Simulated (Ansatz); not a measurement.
`C[Se]BF` + `N=C=O` → `O=C=NBF` + `C[SeH]` at 298.15 K and 1 bar (ligand exchange at a B–Se bond).

Computed with Ansatz on PBE0-D4/def2-TZVP structures; ΔE is electronic, products minus reactants. CBS: MP2 limit from def2 TZ/QZ plus the TZ coupled-cluster correction, frozen cores. This one scheme is used for every species. For Se outer-core shells are correlated without core-valence functions, which leaves a few kJ/mol of doubt a bond. Scalar relativity is left out up to krypton. Each species was taken in one conformer, which may not be the lowest.

| species | CCSD(T)/CBS energy (Eh) | H − E (kJ/mol) | S (J/(mol·K)) |
| --- | --- | --- | --- |
| `C[Se]BF` | -2565.82397 | 157.7 | 324.1 |
| `N=C=O` | -168.51995 | 67.5 | 238.3 |
| `O=C=NBF` | -293.20193 | 92.7 | 301.2 |
| `C[SeH]` | -2441.15625 | 129.5 | 267.5 |

H − E and S are ideal-gas, rigid-rotor, harmonic terms from PBE0-D4/def2-TZVP, for one conformer and one mirror image of each species. 1 Eh = 2625.50 kJ/mol, R = 8.31446 J/(mol·K).

Task: By hand: ΔE, ΔH, ΔS and ΔG.

Result: ΔE = (-293.20193) + (-2441.15625) − (-2565.82397) − (-168.51995) = -0.01426 Eh = -37.4 kJ/mol. Δ(H − E) = 92.7 + 129.5 − 157.7 − 67.5 = -3.0, so ΔH = -40.4 kJ/mol. ΔS = 301.2 + 267.5 − 324.1 − 238.3 = 6.3 J/(mol·K). ΔG = -40.4 − 298.15 × (6.3)/1000 = -42.3 kJ/mol.

Task: By hand: the equilibrium constant, and the temperature at which ΔG would vanish if ΔH and ΔS stayed fixed.

Result: log₁₀ K = −ΔG/(RT ln 10) = 7.4. ΔH and −TΔS have one sign here, so there is no such temperature.

The number of gas molecules stays the same, so ΔS is small and ΔH decides. A doubt of 5 kJ/mol in ΔE shifts log₁₀ K by 0.9 here. Other conformers and mirror images would add mixing entropy, several J/(mol·K) or more a flexible species. These are equilibria of isolated gas molecules and say nothing of rates. Largest T1 diagnostic: 0.018 (customary marks: 0.02 for closed shells, 0.045 for open ones).

ΔS is within the doubt of such terms, so its sign, and with it that verdict, could turn.
